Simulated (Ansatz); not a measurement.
**Question.** Name a neutral molecule of C, Si and H with HOMO–LUMO gap (PBE0/def2-TZVPP) between 6.50 and 6.80 eV and size of the dipole moment (PBE/def2-TZVPP) between 0.40 and 0.70 D (Ansatz, PBE0-D4/def2-TZVP geometry).

**Answer.** `[SiH3]C1=CC1` (6.74 eV, 0.55 D); `C1[SiH2][SiH2]1` (6.57 eV, 0.52 D); `C=C=C([SiH3])[SiH3]` (6.77 eV, 0.60 D); `[SiH3]CC1C[SiH2]1` (6.78 eV, 0.66 D). Other molecules can fit too; these were computed, each in one conformer that needn't be the lowest.
